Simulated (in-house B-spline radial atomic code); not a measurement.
**The arsenic ion As³⁺: [Ne] 3s2 (3p1/2)1 (3p3/2)4 3d10 4s2 4p1 (with a hole in an inner shell)**

All numbers are computed (Dirac-Kohn-Sham PBE, spherical fractional occupations; Fermi nucleus of rms radius 4.0968 fm) with a B-spline radial code for spherical atoms, not measured.

Effective charges: Z_r = [3n² - l(l+1)]/(2<r>) from the radius, Z_e = n√(-2ε) from the energy, and Slater's rules. Values are occupation-weighted means over j.

| shell | electrons | ε (eV) | <r> (bohr) | Z_r | Z_e | Slater |
| --- | --- | --- | --- | --- | --- | --- |
| 1s | 2 | -11771 | 0.04549 | 32.97 | 29.41 | 32.70 |
| 2s | 2 | -1537.6 | 0.2024 | 29.64 | 21.26 | 28.85 |
| 2p | 6 | -1355.3 | 0.177 | 28.25 | 19.96 | 28.85 |
| 3s | 2 | -238.15 | 0.5929 | 22.77 | 12.55 | 22.10 |
| 3p | 5 | -180.66 | 0.6101 | 20.49 | 10.93 | 22.10 |
| 3d | 10 | -87.506 | 0.6465 | 16.24 | 7.61 | 12.85 |
| 4s | 2 | -48.274 | 1.674 | 14.34 | 7.53 | 7.85 |
| 4p | 1 | -35.916 | 1.914 | 12.01 | 6.50 | 7.85 |

The least bound orbital is 4p3/2 at -35.73 eV, and it is also the most diffuse (<r> = 1.923 bohr). The part-filled 3p shell lies below the filled 4s shell in orbital energy.

For the 1s electron the small component carries 1.43 % of the norm, the zero-frequency Breit interaction raises the level by 17.76 eV, self-energy by 9.324 eV, and vacuum polarisation lowers it by 0.9166 eV.
